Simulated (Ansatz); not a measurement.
One geometry of CH₇F₂NSi₂, SMILES `CN([SiH2]F)[SiH2]F`, several functionals.

```yaml
crystal:
  periodic: [false, false, false]
  atoms:
    - {symbol: C, position_ang: [-0.058450, -1.088440, -1.049964]}
    - {symbol: N, position_ang: [0.068290, -0.058778, -0.010403]}
    - {symbol: Si, position_ang: [0.716002, 1.457819, -0.473822]}
    - {symbol: F, position_ang: [-0.292695, 2.275524, -1.409015]}
    - {symbol: Si, position_ang: [-0.577531, -0.411310, 1.536408]}
    - {symbol: F, position_ang: [-2.177265, -0.445786, 1.520938]}
    - {symbol: H, position_ang: [0.000714, -2.087614, -0.609394]}
    - {symbol: H, position_ang: [0.753860, -1.001478, -1.776965]}
    - {symbol: H, position_ang: [-1.006729, -1.008784, -1.587650]}
    - {symbol: H, position_ang: [0.961119, 2.263080, 0.740239]}
    - {symbol: H, position_ang: [1.926394, 1.235127, -1.297707]}
    - {symbol: H, position_ang: [-0.156721, -1.773645, 1.936879]}
    - {symbol: H, position_ang: [-0.156979, 0.644295, 2.480455]}
basis:
  gaussian: {orbitals: def2-TZVPP}
hamiltonian: {xc: {name: B3LYP}, dispersion: d4}
output: {forces: true, orbitals: {seedname: orbitals}}
```

```sh
$ ansatz run in.yaml --threads 2 --pin off --events-out ev --progress --plain --max-ram 32768MiB --backend cuda --devices 0, --max-vram 18GiB
```

Shortened log:

```
Functional definition: B3LYP
1642 factors; their error is unknown
mean field evaluation 1: about -23829.7996 eV, gradient 7.7e1 eV
mean field evaluation 2: about -23808.9471 eV, gradient 1.2e2 eV
mean field evaluation 4: about -23840.2049 eV, gradient 8.6e0 eV
mean field evaluation 8: about -23840.3325 eV, gradient 1.4e-1 eV
mean field evaluation 16: about -23840.3631 eV, gradient 2.0e-4 eV
mean field -23840.36307964 eV, -876.1171835983 hartree, gradient 1.2e-5 eV, S^2 0.000000; 0 other end points of the search recorded, 0 dependent functions left out
reference -23840.36337623 eV, -876.1171944979 hartree; 33, 33 occupied and 273, 273 virtual orbitals, 1642 factors
Total energy: -23840.87001260 eV, -876.1358130408 hartree
Atom 0 at    -0.058450    -1.088440    -1.049964 Å, force    -0.016408    -0.245848    -0.238461 eV/Å
Atom 1 at     0.068290    -0.058778    -0.010403 Å, force     0.024014     0.136106     0.139141 eV/Å
Atom 2 at     0.716002     1.457819    -0.473822 Å, force     0.282623     0.057513     0.102347 eV/Å
Atom 3 at    -0.292695     2.275524    -1.409015 Å, force    -0.130702     0.102716    -0.117870 eV/Å
Atom 4 at    -0.577531    -0.411310     1.536408 Å, force     0.208718    -0.051829     0.220944 eV/Å
Atom 5 at    -2.177265    -0.445786     1.520938 Å, force    -0.204899    -0.002503    -0.005284 eV/Å
Atom 6 at     0.000714    -2.087614    -0.609394 Å, force    -0.005464     0.057307    -0.044963 eV/Å
Atom 7 at     0.753860    -1.001478    -1.776965 Å, force    -0.058540    -0.020119     0.037921 eV/Å
Atom 8 at    -1.006729    -1.008784    -1.587650 Å, force     0.050343    -0.015267     0.018768 eV/Å
Atom 9 at     0.961119     2.263080     0.740239 Å, force    -0.010654    -0.052306    -0.095125 eV/Å
Atom 10 at     1.926394     1.235127    -1.297707 Å, force    -0.077865     0.023487     0.059637 eV/Å
Atom 11 at    -0.156721    -1.773645     1.936879 Å, force    -0.027968     0.095186    -0.017595 eV/Å
Atom 12 at    -0.156979     0.644295     2.480455 Å, force    -0.033198    -0.084443    -0.059460 eV/Å
Dipole moment:     0.379150    -0.281308    -0.017785 e Å
```

Run time 12 s (2 threads of an AMD EPYC 7R13 on a shared host and a share of an NVIDIA H100 80 GB); peak host memory 0.9 GiB.

The same input with `hamiltonian: {xc: {name: wB97X-V}}` and no forces (abridged; 14 s):

```
Functional definition: wB97X-V
mean field evaluation 16: about -23834.0316 eV, gradient 3.1e-5 eV
mean field -23834.03159144 eV, -875.8845056987 hartree, gradient 3.1e-5 eV, S^2 0.000000
Total energy: -23834.03158917 eV, -875.8845056151 hartree
```

Changing it to `hamiltonian: {xc: r2scan, dispersion: d4}` (abridged; 14 s):

```
Functional definition: r2SCAN
mean field evaluation 16: about -23833.8674 eV, gradient 4.2e-4 eV
mean field -23833.86743225 eV, -875.8784729595 hartree, gradient 1.6e-5 eV, S^2 0.000000
Total energy: -23833.94655421 eV, -875.8813806381 hartree
Atom 0 force    -0.021537    -0.195809    -0.195361 eV/Å
Atom 1 force     0.042382     0.162363     0.175497 eV/Å
Atom 2 force     0.075957     0.046577     0.012297 eV/Å
Atom 3 force    -0.031104     0.013590    -0.033655 eV/Å
Atom 4 force     0.031993    -0.019121     0.084533 eV/Å
Atom 5 force    -0.047153    -0.007725    -0.011536 eV/Å
Atom 6 force    -0.003969     0.016267    -0.009204 eV/Å
Atom 7 force    -0.015774    -0.001638     0.009693 eV/Å
Atom 8 force     0.001318     0.000293     0.001581 eV/Å
Atom 9 force    -0.000678    -0.018782    -0.028378 eV/Å
Atom 10 force    -0.020140     0.004542     0.018378 eV/Å
Atom 11 force    -0.004637     0.026613    -0.005533 eV/Å
Atom 12 force    -0.006660    -0.027170    -0.018313 eV/Å
Dipole moment:     0.355754    -0.280215    -0.031828 e Å
```

B3LYP takes the VWN-RPA correlation (the form of Gaussian; ORCA's B3LYP/G).
